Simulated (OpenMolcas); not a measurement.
**Ions of charge +3 along the 4d row with 4 chloride ligands in tetrahedral coordination**

```yaml
Program: OpenMolcas
Method: SS-CASPT2, IPEA 0.25 Eh, imaginary shift 0.1 Eh
Spin-orbit_coupling: state interaction with AMFI integrals over the reference wave functions
```

The d shell is active; CASPT2 correlates the ligand valence shells and the outer metal core. Anionic complexes are neutralised by point charges behind the ligands. Distances were set from a Shannon-type radius of the metal (high-spin where two are listed) plus a fixed donor radius (Cl 1.76 Å). Ligand basis ANO-RCC-VDZP, DKH2 Hamiltonian. States (labels of Td). Energies in cm-1 above the lowest state or level, χT in cm3 K/mol; under a threefold ground state the first gap can be a small split of the lowest multiplet, not the spin-orbit step. Spin-only χT is S(S+1) / 2 for the spin of the ground state.

```tsv
Ion	Shell	R (Å)	Metal basis	Outer charge (e at Å behind ligand)	Ground state	First state of that spin	First gap with spin-orbit (degeneracies)	χT at 300 K	First state of another spin	Spin-only χT
Nb3+	4d2	2.35	ANO-RCC-VDZP	0.25 at 2.6	3A2	3T2 7510	6320 (3, 2)	0.844	1E 6670	1.000
Mo3+	4d3	2.32	ANO-RCC-VDZP	0.25 at 3.2	4T1	4T2 7830	330 (4, 2)	0.955	2E 1810	1.875
Ru3+	4d5	2.31	ANO-RCC-VDZP	0.25 at 2.6	6A1		4 (2, 4)	4.256	2T2 6190	4.375
Rh3+	4d6	2.29	ANO-RCC-VTZP	0.25 at 3.2	3T1	4970	85 (2, 3)	1.292	5E 1660	1.000
Pd3+	4d7	2.39	ANO-RCC-VDZP	0.25 at 2.8	4A2	4T2 9750	92 (4, 2)	1.706	2S+1 = 2: 650	1.875
```

The rows also differ in their metal basis and outer charges, so part of each step comes from that.

Below the highest spin of the shell: Rh3+. χT departs most from the spin-only value for Mo3+, by -0.920 cm3 K/mol.

Roots that are degenerate in the reference are averaged as groups; the widest CASPT2 spread within a group is 2600 cm-1 (the 3-fold group of multiplicity 2 near 16300 cm-1 above the lowest state of its run, Pd3+). Shifts and gaps below about the spread of the groups concerned are not significant. Over all roots computed the reference weight is 0.72 to 0.74 in Nb3+, 0.71 to 0.73 in Mo3+, 0.67 to 0.72 in Ru3+, 0.64 to 0.70 in Rh3+, 0.54 to 0.69 in Pd3+; the roots of lowest weight are the least certain, and an intruder state may touch them. Ligand-to-metal charge-transfer states are missing. With no ligand orbital active B as a rule stays too high, so bands that hang on it stand too high and its fall with covalency is understated. With one d shell and no ligand orbital active, 10Dq can be off by a tenth or more. The least metal-like active orbital is 77 % on the metal (Löwdin) and no ligand orbital is active, so the numbers are rough (holds for Nb3+). These CASPT2 states fit no ligand-field parameters well, so their order and spin gaps are uncertain (holds for Nb3+; Mo3+; Ru3+). An orbital triplet at a regular site is open to Jahn-Teller coupling, which can distort the site and quench the lowest spin-orbit gaps and is left out (holds for Mo3+; Rh3+). This shell can be high or low spin here, a state of another spin lies low, and with metal d orbitals alone active their balance is uncertain, so the ground spin may be wrong (holds for Mo3+). The least metal-like active orbital is 78 % on the metal (Löwdin) and no ligand orbital is active, so the numbers are rough (holds for Mo3+). The least metal-like active orbital is 80 % on the metal (Löwdin) and no ligand orbital is active, so the numbers are rough (holds for Ru3+). This shell can be high or low spin here, a state of another spin lies low, and with metal d orbitals alone active their balance is uncertain, so the ground spin may be wrong, although the usual error favours high spin (holds for Rh3+). The least metal-like active orbital is 76 % on the metal (Löwdin) and no ligand orbital is active, so the numbers are rough (holds for Rh3+). The least metal-like active orbital is 65 % on the metal (Löwdin) and no ligand orbital is active, so the numbers are rough (holds for Pd3+). No measured value stands beside these numbers; the geometry is a model, was not optimised and need not be the one that this ion takes.

A state without a sure symmetry label is named by its multiplicity alone.
